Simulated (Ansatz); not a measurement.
Two members of one family (Same ligands, another metal), computed with Ansatz in the gas phase; def2 core potentials for Mo, W, no spin–orbit coupling. The two geometries come from different levels. Binding counts from free atoms in the multiplicity of their measured ground term, without zero-point energy. Names give formal oxidation states. A dash marks a value that wasn't run or was left out as unsound. The structures are stationary points that may keep the symmetry of their start. Remarks come from the PBE and PBE0 runs and from stability tests at other levels; not every state was tested.

First: MoN(NH2)3 (singlet, charge 0, PBE-D4/def2-SVP geometry).

```xyz
11

Mo   -0.0957    0.3097   -0.1028
N    -0.5594    1.8121   -0.5997
N    -1.0443    0.0303    1.5886
H    -1.6800    0.7012    2.0275
H    -0.9742   -0.8150    2.1656
N     1.8493    0.4300    0.0931
H     2.4558   -0.3409    0.3916
H     2.4106    1.2673   -0.0857
N    -0.6731   -0.8895   -1.5393
H    -0.5338   -1.9058   -1.5449
H    -1.1551   -0.5994   -2.3941
```

```
             level  HOMO (eV)  LUMO (eV)  gap (eV)  binding per atom (eV)
B3LYP-D4/def2-TZVP      -6.64      -1.06      5.58                   3.75
  PBE0-D4/def2-SVP      -6.71      -0.60      6.11                   3.65
 PBE0-D4/def2-TZVP      -6.86      -0.82      6.04                   3.64
 ωB97X-V/def2-TZVP      -9.16       1.33     10.49                   3.72
 ωB97M-V/def2-TZVP      -9.07       0.92      9.99                   3.67
```

Metal–donor distances: 4 × N 1.65 to 1.96 Å. Remarks: restricted SCF unstable in HF.

Second: WN(NH2)3 (singlet, charge 0, PBE0-D4/def2-SVP geometry).

```xyz
11

W     0.305   -0.036    0.029
N     1.948   -0.235    0.181
N    -0.230    0.764    1.736
H     0.395    0.987    2.503
H    -1.184    1.016    1.977
N    -0.357   -1.858   -0.259
H    -1.335   -2.098   -0.394
H     0.216   -2.694   -0.296
N     0.122    1.150   -1.520
H     0.888    1.530   -2.065
H    -0.767    1.475   -1.892
```

Task: What does the change do? Estimate second minus first.

Result: 
```
             level  Δ HOMO (eV)  Δ LUMO (eV)  Δ gap (eV)  Δ binding per atom (eV)
B3LYP-D4/def2-TZVP        -0.15         0.65        0.80                     0.20
  PBE0-D4/def2-SVP        -0.18         0.65        0.83                        –
 PBE0-D4/def2-TZVP        -0.16         0.68        0.85                        –
 ωB97X-V/def2-TZVP        -0.21         0.25        0.45                     0.22
 ωB97M-V/def2-TZVP        -0.20         0.21        0.41                     0.22
```

Metal–donor distances: 4 × N 1.66 to 1.96 Å.
